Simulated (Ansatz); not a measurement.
**Energy profile**

The step: SiH₄SO ([OH][SiH2][SH]) + PH₃ → SiPH₅O ([OH][SiH2][PH2]) + H₂S; bonds formed: Si1–P7, S2–H6; bonds broken: Si1–S2, H6–P7 (atoms numbered as in the saddle structure below).

```
11
angstrom
Si -0.9660 0.0153 0.0216
S 0.7140 -2.1264 0.5566
H -1.3985 -0.9220 -1.0364
H -1.2701 -0.1955 1.4457
O -1.7698 1.4437 -0.2880
H 1.7912 -0.5062 0.6483
P 1.2331 0.6035 -0.1940
H 0.5322 -1.9623 1.8762
H -2.0501 1.5998 -1.1907
H 1.5631 1.9795 -0.4040
H 1.6207 0.0705 -1.4351
```

Electronic energies by CCSD(T) at an estimated basis limit (MP2 extrapolated from triple and quadruple zeta, plus CCSD(T) − MP2 in triple zeta), on PBE0-D4/def2-TZVP structures; SiPH$_{7}$SO, singlet; no counterpoise correction. Ansatz 0.2.0; basis: def2-TZVPP and def2-QZVPP; cores frozen in the correlated methods. Extrapolation: Hartree–Fock as exp(−7.88 √X), correlation as X^−2.97.

Problem. Give the profile in kcal/mol, counted from the separated reactants. (To be estimated.)

Solution. By the calculation:
```tsv
point	kcal/mol
separated: SiH$_{4}$SO (linked as [OH][SiH2][SH]; Si1, S2, H3, H4, O5, H8, H9; singlet) + PH$_{3}$ (H6, P7, H10, H11; singlet)	0.00
start structure	-2.88
saddle	44.15
end structure	9.39
separated: SiPH$_{5}$O (linked as [OH][SiH2][PH2]; Si1, H3, H4, O5, P7, H9, H10, H11; singlet) + H$_{2}$S (S2, H6, H8; singlet)	11.52
```

T1 diagnostic: at most 0.016.

For scale, one of the runs: CCSD(T)/def2-TZVPP, 255 basis functions, launched by `ansatz run in.yaml --threads 4 --pin off --events-out ev --progress --plain --max-ram 9574MiB`. Time: 110 s of wall clock on 4 CPU threads of an Arm Neoverse V2; the host was shared. Peak host memory: 5.2 GiB.
